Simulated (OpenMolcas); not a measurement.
# Ionisation energies of cobalt

```
Program             : OpenMolcas
Basis               : ANO-R3 [8s5p5d3f2g1h]
Scalar Hamiltonian  : X2C, finite nucleus
Spin-orbit coupling : state interaction with AMFI integrals over the reference wave functions, term energies averaged over their components
```

Active shells in each charge state: the valence d, s shells, with orbitals averaged over the low states. Where CASPT2's correlated closed shells are named, they are those of the first ion.

A. CASSCF
B. SS-CASPT2, IPEA 0.25 Eh, imaginary shift 0.1 Eh (closed shells correlated: 3s 3p)
C. SS-CASPT2, IPEA 0.25 Eh, imaginary shift 0.1 Eh (closed shells correlated: 2s 2p 3s 3p)
D. SS-CASPT2, IPEA 0 Eh, imaginary shift 0.1 Eh (closed shells correlated: 3s 3p)

Energies in eV between the lowest computed levels, named as in B; reference values from the NIST Atomic Spectra Database with their kind.

```tsv
From	To	A	B	C	D	Spin-orbit share in B	Reference
Co 3d⁷ 4s² ⁴F_9/2	Co+ 3d⁷ 4s ⁵F₅	5.813	8.692	8.678	8.745	-0.007	7.881 (measured)
Co+ 3d⁷ 4s ⁵F₅	Co2+ 3d⁷ ⁴F_9/2	15.685	16.680	16.680	16.747	-0.001	17.084 (measured)
```

Error against the reference values, in %:

```
From  Reference      A      B      C      D
  Co   measured  -26.2  +10.3  +10.1  +11.0
 Co+   measured   -8.2   -2.4   -2.4   -2.0
```

Mean absolute error over the 2 measured values: A 1.73 eV, B 0.61 eV, C 0.60 eV, D 0.60 eV.

The lowest level within the active space need not be the ion's true ground level.
